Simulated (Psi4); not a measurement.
Cl5Ta (SMILES [Cl][Ta]([Cl])([Cl])([Cl])[Cl]), singlet, geometry from GFN2-xTB (such geometries of metal compounds can be far from the true shape) (core potentials on Ta). Base run: Psi4 with CAM-B3LYP/def2-SVP.

Geometry (Å):
```xyz
6

Ta     0.0000     0.0000     0.0000
Cl     1.5986    -0.6059     1.5535
Cl    -1.5986     0.6059    -1.5535
Cl     0.2803     2.1702     0.5579
Cl     1.2505    -0.9140    -1.6433
Cl    -1.5308    -1.2562     1.0854
```
Charge 0, spin multiplicity 1.
All else is at Psi4's defaults (density fitting; Cartesian or spherical functions as each basis is defined).

Each row names what was changed in the base input (with any setting that the change needs).

```json
[
 {"change": "base", "basis functions": "122", "E (Eh)": "-2357.60493", "core-seconds (rough)": "20"},
 {"change": "basis = def2-SV(P)", "basis functions": "115", "E (Eh)": "-2357.57185", "core-seconds (rough)": "20"},
 {"change": "basis = def2-SVPD", "basis functions": "?", "E (Eh)": "?", "core-seconds (rough)": "30"},
 {"change": "basis = def2-TZVP", "basis functions": "225", "E (Eh)": "-2358.41653", "core-seconds (rough)": "40"},
 {"change": "basis = def2-TZVPP", "basis functions": "266", "E (Eh)": "-2358.42131", "core-seconds (rough)": "40"},
 {"change": "basis = def2-TZVPD", "basis functions": "273", "E (Eh)": "-2358.41902", "core-seconds (rough)": "60"}
]
```

Question: Fill in the missing entries.

Answer: 
- basis = def2-SVPD, basis functions: 170
- basis = def2-SVPD, E (Eh): -2357.63091

Totals compare only among sets that treat the same electrons; sets with core potentials leave the core out.
